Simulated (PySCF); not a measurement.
Here is a job for PySCF.
```python
from pyscf import gto, scf, dft

mol = gto.M(
    atom='''
Sb    0.00000000    0.00000000    0.00000000
''',
    basis='def2-svp',
    ecp={'Sb': 'def2-svp'},
    spin=3,
    verbose=3,
)

mf = dft.UKS(mol)
mf.xc = 'pbe'
mf.grids.atom_grid = (99, 590)
mf.grids.prune = None
mf.kernel()
```

**Question.** What does this run give for the HOMO energy, total energy, <S^2>, number of basis functions?

**Answer.** 
```json
{
  "HOMO energy": "-5.38 eV",
  "total_energy": "-240.201711 Ha",
  "<S^2>": "3.751",
  "number_of_basis_functions": "26"
}
```

These values belong to the state on which the SCF converged, which isn't shown to be the lowest.
